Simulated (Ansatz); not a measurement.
Mulliken charges of CH$_{5}$GaOS (`[OH][GaH][CH2]S`) from PBE/def2-TZVPP in Ansatz (PBE0-D4/def2-TZVP geometry).

```
atom   x (Å)   y (Å)   z (Å)  charge (e)
  O1  -0.260   0.707  -2.130      -0.374
 Ga2   0.193   0.780  -0.399       0.284
  C3   0.510  -0.977   0.406      -0.236
  S4  -1.050  -1.148   1.342      -0.174
  H5  -0.557   1.543  -2.494       0.174
  H6   0.155   2.144   0.365      -0.047
  H7   1.373  -1.142   1.048       0.127
  H8   0.475  -1.755  -0.357       0.129
  H9  -0.840  -0.151   2.219       0.117
```

Problem. By hand: the dipole of these point charges (1 e Å = 4.8032 D).

Solution. Σ q r = (0.248, 0.166, 0.250) e Å, of length 0.389 e Å = 1.87 D.

Problem. How does the dipole of the full density compare? (Estimate.)

Solution. The calculation gave: (0.210, 0.206, 0.166) e Å, 1.62 D; the point charges give 1.15 times that, at 14° from its direction.

Point charges leave out the atoms' own dipoles, such as those of lone pairs, and Mulliken's split depends on the basis, so the two needn't agree.
